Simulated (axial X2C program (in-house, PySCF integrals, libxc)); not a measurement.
RbAg: properties at the nuclei

Calculated with an axial X2C code built on PySCF integrals: two-component X2C with atomic mean-field Coulomb and Gaunt terms, Gaussian nuclei, basis Ag dyall-cv3z, Rb dyall-cv3z with contracted cores.

R = 3.152 Å (near the PBE0 minimum at charge 0 of the determinant lowest at the starting distance; the state shown can have its own minimum elsewhere).

Determinant lowest in the PBE0 search, Ω = 0 (closed shell), highest spinor 59% Ag s, 26% Rb s, 9% Rb p:

```
level  qzz Ag (a.u.)  qzz Rb (a.u.)  μ (D)
 PBE0           0.21          -0.33   8.01
   HF           0.18          -0.30   7.89
TPSSh           0.23          -0.31   8.02
  PBE           0.26          -0.32   7.78
  LDA           0.29          -0.34   8.06
```

Determinant 2.33 eV from it at PBE0 and this distance, Ω = 2 (⟨Sz⟩ = 1.00, ⟨Lz⟩ = 1.00 at PBE0), spin on the atoms Ag 0.67, Rb 0.33:

| level | Eeff magnitude (GV/cm) | Ws magnitude Ag (kHz) | Ws magnitude Rb (kHz) | A∥/gI Ag (MHz) | qzz Ag (a.u.) | A∥/gI Rb (MHz) | qzz Rb (a.u.) | μ (D) |
| --- | --- | --- | --- | --- | --- | --- | --- | --- |
| PBE0 | 1.57 | 0.587 | 0.153 | 1720 | 0.90 | 133 | 0.09 | 7.02 |
| HF | 1.79 | 0.687 | 0.172 | 1370 | 0.90 | 137 | 0.01 | 7.46 |
| TPSSh | 1.53 | 0.567 | 0.145 | 1760 | 0.91 | 124 | 0.10 | 6.83 |
| PBE | 1.31 | 0.501 | 0.142 | 1800 | 0.88 | 130 | 0.11 | 6.65 |
| LDA | 1.3 | 0.49 | 0.139 | 1870 | 0.95 | 136 | 0.12 | 7.12 |

Eeff is the effective electric field on the electron electric dipole moment in this Ω state and Ws the scalar–pseudoscalar constant of the nucleus named (defined with the proton number Z and per Ω); A∥ (defined per Ω) follows by multiplying with gI = μI/(I μN); qzz is the electric field gradient, eQq0 = 234.96 MHz × Q/barn × qzz; μ is positive if the Rb end (last atom) is positive. The operators were transformed with the bare-nucleus X2C matrices; with these basis sets, hyperfine constants and field gradients can be off by tens of per cent, and where levels differ in sign neither size nor sign is settled.

Task: With Q(85Rb) = 0.276 barn (Q from Pyykkö, Mol. Phys. 2018), turn the PBE0 values of the first state into constants in MHz.

Result: eQq0(85Rb) = 234.96 × (0.276) × (-0.33) = -21.4 MHz.

Each state is one determinant with collinear spin, which with several unpaired electrons need not be a pure state. Unrestricted Hartree–Fock can overshoot spin polarisation at the nuclei. With several open shells hyperfine constants can be off by a factor of several. Open-shell Ω = 0 determinants with evenly filled partner blocks cannot be reached by this program, so the Ω shown need not be the lowest component. The search compared states at one distance, so a state with another bond length can lie lower. Further determinants of the search, some of them spin-mixed, are not shown. PBE0 term energies can be off by some tenths of an eV.
